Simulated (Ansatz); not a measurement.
One change: `BCO[SiH3]` becomes `BCO[SiH2][AlH2]`.

Ansatz, PBE0-D4/def2-TZVP geometries, multiplicity 1. Each molecule was computed in one conformer, which needn't be the lowest.

```json
{"property": "HOMO–LUMO gap (PBE0/def2-TZVPP) / eV", "`BCO[SiH3]`": "6.78"}
{"property": "HOMO energy (PBE0/def2-TZVPP) / eV", "`BCO[SiH3]`": "-8.28"}
{"property": "HOMO–LUMO gap (PBE/def2-TZVPP) / eV", "`BCO[SiH3]`": "4.24"}
{"property": "size of the dipole moment (PBE/def2-TZVPP) / D", "`BCO[SiH3]`": "1.10"}
{"property": "HOMO energy (PBE/def2-TZVPP) / eV", "`BCO[SiH3]`": "-6.80"}
{"property": "HOMO–LUMO gap (ωB97M-V/def2-TZVPP) / eV", "`BCO[SiH3]`": "11.06"}
```

Question: What does the change do to each property? (Best estimate.)

Answer: Ansatz gave: 
```json
{"property": "HOMO–LUMO gap (PBE0/def2-TZVPP) / eV", "`BCO[SiH2][AlH2]`": "4.92", "shift": "-1.86"}
{"property": "HOMO energy (PBE0/def2-TZVPP) / eV", "`BCO[SiH2][AlH2]`": "-7.02", "shift": "1.26"}
{"property": "HOMO–LUMO gap (PBE/def2-TZVPP) / eV", "`BCO[SiH2][AlH2]`": "2.97", "shift": "-1.27"}
{"property": "size of the dipole moment (PBE/def2-TZVPP) / D", "`BCO[SiH2][AlH2]`": "0.84", "shift": "-0.26"}
{"property": "HOMO energy (PBE/def2-TZVPP) / eV", "`BCO[SiH2][AlH2]`": "-5.83", "shift": "0.97"}
{"property": "HOMO–LUMO gap (ωB97M-V/def2-TZVPP) / eV", "`BCO[SiH2][AlH2]`": "8.60", "shift": "-2.46"}
```

With PBE0 the HOMO rises by 1.26 eV and the LUMO falls by 0.60 eV, so the gap narrows by about 1.86 eV. PBE moves the HOMO by 0.97 eV and ωB97M-V by 1.57 eV. Dipoles are sizes alone; their direction can turn.
